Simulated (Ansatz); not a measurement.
Cost and result up the ladder for Li11F11 (started as a model of: (LiF)11 cage of four- and six-membered rings) (22 atoms). Charge 0, multiplicity 1. Geometry: r2SCAN-D4/def2-SVP.

```xyz
22

Li    1.407    2.750   -0.669
F     0.828    2.359    0.965
Li   -0.821    2.450    0.205
F    -0.238    3.017   -1.385
Li    0.204    1.672   -2.479
F     1.905    1.490   -1.832
Li    2.215   -0.083   -1.103
F     2.155   -0.334    0.685
Li    1.222    0.793    1.718
F    -0.076    0.041    2.678
Li   -1.730    0.120    1.927
F    -1.891    1.031    0.398
Li   -1.920   -0.028   -1.051
F    -0.790    0.225   -2.439
Li   -0.227   -1.453   -2.085
F     1.421   -1.658   -1.493
Li    1.482   -1.962    0.287
F    -1.579   -1.801   -0.942
Li   -0.334   -1.716    2.633
F    -2.051   -1.632    2.052
Li   -1.441   -2.549    0.641
F     0.258   -2.734    1.290
```

Ansatz on 4 threads of Arm Neoverse V2 on a shared host. Times are rough, and most runs start from the orbitals of an earlier one. PBE0-D4/def2-TZVP serves as the yardstick here, not as an exact answer. Differences are given only for rows in sets of like size (and for xTB, whose basis is part of the method), since another set adds its own error. Binding counts from free atoms at the same level (Li doublet, F doublet; other spins of the atoms weren't run), without zero-point energy or a counterpoise term.

B3LYP takes the VWN-RPA correlation. Correlated methods freeze 11 core orbitals; core or outer-core shells of Li are correlated, in sets that lack core-valence functions. The rows differ in basis, and correlated rows in double-zeta sets carry the largest basis error.

Correlated methods converge slowly with the basis, most of all in double-zeta sets.

```tsv
level	functions	binding energy per atom (eV)	difference from PBE0-D4/def2-TZVP (eV)
MP2/def2-SVP	253	4.18	–
BLYP-D4/def2-TZVP (with forces)	495	4.11	0.14
HF/def2-TZVP	495	3.08	-0.88
PBE0-D4/def2-TZVP (with forces)	495	3.97	0.00
PBE0-D4/def2-SVP	253	4.16	–
HF/6-31G	198	3.21	–
B3LYP-D4/6-31G	198	4.20	–
r2SCAN-D4/def2-TZVP	495	4.05	0.09
PBE-D4/def2-TZVP	495	4.09	0.12
HF/STO-3G	110	3.65	–
RPA@PBE/def2-SVP	253	3.71	–
PBE-D4/def2-SVP	253	4.31	–
```

Question: Estimate how long each takes.

Answer: HF/STO-3G 1.5 s; HF/6-31G 4.1 s; PBE-D4/def2-SVP 10 s; B3LYP-D4/6-31G 12 s; MP2/def2-SVP 13 s; PBE0-D4/def2-SVP 14 s; PBE-D4/def2-TZVP 16 s; BLYP-D4/def2-TZVP (with forces) 20 s; RPA@PBE/def2-SVP 25 s; r2SCAN-D4/def2-TZVP 25 s; HF/def2-TZVP 30 s; PBE0-D4/def2-TZVP (with forces) 55 s. On shared hardware such times vary by a factor of up to 3.
